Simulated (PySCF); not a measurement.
scandium atom (Sc), doublet (in this run its highest filled SCF level lies above zero, so its values depend strongly on the basis, on diffuse functions most of all); PySCF with B97M-V/STO-3G.

PySCF was given this input:
```python
from pyscf import gto, scf, dft

mol = gto.M(
    atom='''
Sc    0.00000000    0.00000000    0.00000000
''',
    basis='sto-3g',
    spin=1,
    verbose=4,
)

mf = dft.UKS(mol)
mf.xc = 'b97m_v'
mf.kernel()
```

What does PySCF print? Leave out banner, timings and long lists.


```
PySCF version 2.14.0

[INPUT] verbose = 4
[INPUT] num. atoms = 1
[INPUT] num. electrons = 21
[INPUT] charge = 0
[INPUT] spin (= nelec alpha-beta = 2S) = 1
[INPUT] symmetry False subgroup None
[INPUT] Mole.unit = angstrom
[INPUT] Symbol           X                Y                Z      unit          X                Y                Z       unit  Magmom
[INPUT]  1 Sc     0.000000000000   0.000000000000   0.000000000000 AA    0.000000000000   0.000000000000   0.000000000000 Bohr   0.0

nuclear repulsion = 0
number of shells = 8
number of NR pGTOs = 54
number of NR cGTOs = 18
basis = sto-3g
ecp = {}

******** <class 'pyscf.dft.uks.UKS'> ********
method = UKS
initial guess = minao
damping factor = 0
level_shift factor = 0
DIIS = <class 'pyscf.scf.diis.CDIIS'>
diis_start_cycle = 1
diis_space = 8
diis_damp = 0
SCF conv_tol = 1e-09
SCF conv_tol_grad = None
SCF max_cycles = 50
direct_scf = True
direct_scf_tol = 1e-13
number electrons alpha = 11  beta = 10
XC library pyscf.dft.libxc version 7.1.2
    S. Lehtola, C. Steigemann, M. J. T. Oliveira, and M. A. L. Marques,  SoftwareX 7, 1–5 (2018)
XC functionals = b97m_v
    N. Mardirossian and M. Head-Gordon,  J. Chem. Phys. 142, 074111 (2015)
radial grids:
    Treutler-Ahlrichs [JCP 102, 346 (1995); DOI:10.1063/1.469408] (M4) radial grids

becke partition: Becke, JCP 88, 2547 (1988); DOI:10.1063/1.454033
pruning grids: <function nwchem_prune>
grids dens level: 3
symmetrized grids: False
atomic radii adjust function: <function treutler_atomic_radii_adjust>
** Following is NLC and NLC Grids **
NLC functional = b97m_v
radial grids:
    Treutler-Ahlrichs [JCP 102, 346 (1995); DOI:10.1063/1.469408] (M4) radial grids

becke partition: Becke, JCP 88, 2547 (1988); DOI:10.1063/1.454033
pruning grids: <function nwchem_prune>
grids dens level: 3
symmetrized grids: False
atomic radii adjust function: <function treutler_atomic_radii_adjust>
small_rho_cutoff = 0
Set gradient conv threshold to 3.16228e-05
tot grids = 20640
tot grids = 20640
init E= -752.095086438534

cycle= 1 E= -752.663833557448  delta_E= -0.569  |g|= 0.0409  |ddm|= 1.15
cycle= 2 E= -752.666044130841  delta_E= -0.00221  |g|= 0.00891  |ddm|= 0.188
cycle= 3 E= -752.666509456591  delta_E= -0.000465  |g|= 0.00466  |ddm|= 0.109
cycle= 4 E= -752.666929381721  delta_E= -0.00042  |g|= 0.00377  |ddm|= 0.118
cycle= 5 E= -752.667195043287  delta_E= -0.000266  |g|= 0.00313  |ddm|= 0.292
cycle= 6 E= -752.667293349937  delta_E= -9.83e-05  |g|= 0.000597  |ddm|= 0.106
cycle= 7 E= -752.667298238649  delta_E= -4.89e-06  |g|= 0.000122  |ddm|= 0.0175
cycle= 8 E= -752.667298484069  delta_E= -2.45e-07  |g|= 1.92e-05  |ddm|= 0.00534
cycle= 9 E= -752.6672984872  delta_E= -3.13e-09  |g|= 4.98e-06  |ddm|= 0.000572
cycle= 10 E= -752.667298487579  delta_E= -3.79e-10  |g|= 1.1e-07  |ddm|= 0.000193
Extra cycle  E= -752.667298487579  delta_E= 1.14e-13  |g|= 3.81e-08  |ddm|= 1.62e-06
converged SCF energy = -752.667298487579  <S^2> = 0.77362933  2S+1 = 2.0234914
```
